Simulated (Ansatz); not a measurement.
Geometry optimisation, RKS B3LYP/def2-SVP in Ansatz 0.2.0.

Input file:

```yaml
crystal:
  periodic: [false, false, false]
  atoms:
    - { symbol: Li, position_ang: [-0.9787, 0.3004, -0.5114] }
    - { symbol: Br, position_ang: [1.0081, -0.3606, 0.5154] }
basis:
  gaussian: { orbitals: def2-SVP }
hamiltonian:
  xc: b3lyp
relax:
  f_tol: 0.02
  max_steps: 40
scf:
  lower_state_search: "off"
```

Command:

```bash
$ ansatz run input.yaml --threads 1 --pin off --max-ram 2048MiB --backend cpu --events-out ev --progress --plain --runs-dir out
```

Q: Where does it end, and by what steps?

A: It converged. After 2 steps the energy has fallen by 0.094 eV; Br2 moved furthest, 0.09 Å.

```json
{"step": "0", "energy less start (eV)": "0.0000", "largest force component (eV/Å)": "0.843", "accepted": "yes"}
{"step": "1", "energy less start (eV)": "-0.0900", "largest force component (eV/Å)": "0.229", "accepted": "yes"}
{"step": "2", "energy less start (eV)": "-0.0942", "largest force component (eV/Å)": "0.010", "accepted": "yes"}
```

```xyz
2
Properties=species:S:1:pos:R:3
Li -0.905 0.276 -0.473
Br 0.935 -0.336 0.477
```

The run took 1.9 s on 1 CPU thread of a shared host.
